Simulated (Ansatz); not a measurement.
Reaction (ligand exchange at the Si–N bond): `N[SiH]1[O][SnH2]1` + H–F → `F[SiH]1[O][SnH2]1` + NH₃

Computed with Ansatz on PBE0-D4/def2-TZVP structures; ΔE is electronic, products minus reactants. CCSD(T)/CBS adds triple-zeta CCSD(T) − MP2 to the extrapolated MP2 energy (def2 sets, frozen cores). This one scheme is used for every species. DFT in def2-TZVPP. B3LYP here is the variant with VWN-RPA as its local correlation; programs differ in this. def2 core potentials past Kr. For Sn outer-core shells are correlated without core-valence functions, which leaves a few kJ/mol of doubt a bond. One conformer a species, not always the lowest.

| level | ΔE (kJ/mol) | difference from CCSD(T)/CBS |
| --- | --- | --- |
| PBE0-D4 | -63.3 | 2.2 |
| PBE | -67.5 | -2.0 |
| PBE0 | -66.5 | -1.0 |
| B3LYP | -73.4 | -7.9 |
| HF/def2-TZVPP | -79.0 | -13.5 |
| MP2/def2-TZVPP | -63.1 | 2.4 |
| SCS-MP2/def2-TZVPP | -67.6 | -2.1 |
| CCSD/def2-TZVPP | -68.9 | -3.4 |
| HF/def2-QZVPP | -80.3 | -14.8 |
| HF/CBS(def2) | -80.5 | -15.0 |
| CCSD(T)/CBS | -65.5 | 0 |

Largest T1 diagnostic among the species: 0.017.

The D4 term adds +5.8 kJ/mol with B3LYP and +3.2 kJ/mol with PBE0; it sums over pairs of atoms, weighted by their polarisabilities, and B3LYP, whose exchange is more repulsive, gets the larger term. In def2-TZVPP, CCSD(T) changes the Hartree–Fock value by +11.8 kJ/mol (the triples alone add +1.7 kJ/mol) and MP2 by +15.9 kJ/mol.
